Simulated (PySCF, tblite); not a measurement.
Calculations on `C(#C)B1NBNB(N1)C`, in the order of a workflow; each names the level of the geometry that it ran on. Settings lines and outputs come from a driver script.

Species: C3H8B3N3.
Atom-mapped SMILES: `[CH:1]#[C:2][B:3]1[NH:4][BH:5][NH:6][B:7]([CH3:8])[NH:9]1` (hydrogens: H10 on C1; H11 on N4; H12 on B5; H13 on N6; H14, H15, H16 on C8; H17 on N9)

Step 1: GFN2-xTB geometry optimisation, gas phase (tblite 0.8.0) (from a force-field or distance-geometry start)
```json
{"job": {"kind": "relax", "xc": "GFN2-xTB", "basis": "xTB"}, "charge": 0, "multiplicity": 1}
```
```
step      E/eV     max force
  0    -623.54477    2.054
  1    -623.77551    1.366
  2    -623.83922    4.541
...
 94    -628.34875    0.027
 95    -628.34881    0.029
 96    -628.34889    0.019
 97    -628.34894    0.013
 98    -628.34896    0.008
```

Energy lowered by 110.8 kcal/mol over 98 steps; largest atomic force 0.008 eV/Å at the end. «max force» is the largest atomic force in eV/Å.

The run took 0.64 s of wall time on one thread, Arm Neoverse V1 (aarch64), shared host with 32 logical CPUs at a one-minute load of 2.9.

Step 2: GFN2-xTB harmonic vibrations, gas phase (tblite 0.8.0) (on the GFN2-xTB geometry)
```json
{"job": {"kind": "ir", "xc": "GFN2-xTB", "basis": "xTB"}, "charge": 0, "multiplicity": 1}
```
```
(table of modes left out)
```

45 modes from -28 to 3465 cm⁻¹ (unscaled, harmonic, a negative number standing for an imaginary wavenumber); zero-point energy 80.0 kcal/mol from the real modes; the lowest is imaginary at this level.

Hardware: an Arm Neoverse V1 with one thread, no GPU, on a shared host. Cost: 0.56 s.

Step 3: TDDFT PBE0/def2-SVPD, vertical, gas phase, core orbitals frozen in the response (PySCF 2.14.0, density-fitted response routines) (on the GFN2-xTB geometry)
```json
{"job": {"kind": "uv", "xc": "PBE0", "basis": "def2-SVPD", "nstates": 8, "ntriplets": 3}, "charge": 0, "multiplicity": 1}
```
```
...
Static polarisability (au): isotropic 94.724, principal 62.455 94.865 126.854
Singlet excitations
state   eV       nm        f      main configurations
  1   5.6848    218.1   0.00000   H-1->L 0.95
  2   6.1334    202.1   0.19949   H->L 0.77
  3   6.3986    193.8   0.02840   H-2->L 0.81, H->L+2 0.14
  4   6.8454    181.1   0.00006   H->L+3 0.37, H->L+4 0.20, H->L+5 0.16
  5   7.0073    176.9   0.00365   H->L+1 0.90
  6   7.0383    176.2   0.06385   H-3->L 0.73, H->L 0.13
  7   7.3107    169.6   0.00008   H-2->L+1 0.93
  8   7.3556    168.6   0.09488   H->L+2 0.70, H-2->L 0.14, H-1->L+1 0.11
Triplet excitations (Tamm-Dancoff, eV): 4.7286 5.2180 5.6738
```

HOMO -7.76 eV, LUMO -0.56 eV; lowest singlet 5.68 eV; lowest triplet 4.73 eV (Tamm–Dancoff); mean polarisability 94.7 au.

On one thread of an Arm Neoverse V1, shared host, this took 1.7 min wall and 0.96 GiB of memory at its peak.

Geometry of the electronic-property runs (GFN2-xTB):
```
atom  x, y, z in Å
C1     3.7394    0.0894   -1.2546
C2     2.6443   -0.0812   -0.7878
B3     1.2524   -0.2909   -0.1973
N4     0.9650   -1.3958    0.6488
B5    -0.3157   -1.6133    1.2120
N6    -1.3253   -0.6710    0.8979
B7    -1.1139    0.4565    0.0587
C8    -2.2867    1.4768   -0.2856
N9     0.1925    0.6130   -0.4732
H10    4.6981    0.2368   -1.6621
H11    1.7063   -2.0478    0.8548
H12   -0.5310   -2.5332    1.9102
H13   -2.2454   -0.8074    1.2879
H14   -1.9163    2.4559   -0.5814
H15   -2.8854    1.1012   -1.1147
H16   -2.9672    1.6225    0.5508
H17    0.3819    1.4007   -1.0746
```

 GFN2-xTB frequencies show an imaginary mode (28i cm⁻¹), so this geometry is no minimum at that level. (This holds for the electronic-property runs.)
